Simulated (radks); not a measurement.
Excited configurations of F I: one electron is placed in a higher orbital outside [He] 2s2 2p4. The ground configuration is [He] 2s2 2p5. All-electron calculation, non-relativistic Kohn-Sham, r2SCAN, spin-polarised, spherical densities, point nucleus; open shells are filled with parallel spins first; meta-GGA in the generalised Kohn-Sham scheme. Program: a radial shooting solver on a logarithmic mesh with Libxc functionals. Excitation = E - E(ground); binding = E(ion) - E, where the ion is the core of charge +1; n* = 1/sqrt(2 binding) in atomic units, and the quantum defect is n - n*.

| outer orbital | excitation (eV) | binding (eV) | n* | quantum defect | eigenvalue (eV) |
|---|---|---|---|---|---|
| 3p | 14.867 | 2.895 | 2.168 | 0.832 | -1.572 |
| 3d | 16.267 | 1.496 | 3.016 | -0.016 | -0.694 |
| 4d | 16.850 | 0.912 | 3.862 | 0.138 | -0.521 |
| 6d | 17.334 | 0.429 | 5.632 | 0.368 | -0.278 |

The Delta-SCF ionisation energy is 17.763 eV (NIST Atomic Spectra Database: 17.423 eV, measured). Self-interaction in the functional shifts the binding energies and quantum defects, so they are the method's values and not measured ones. Open shells are spherical and high-spin; term and fine-structure splittings are not resolved.
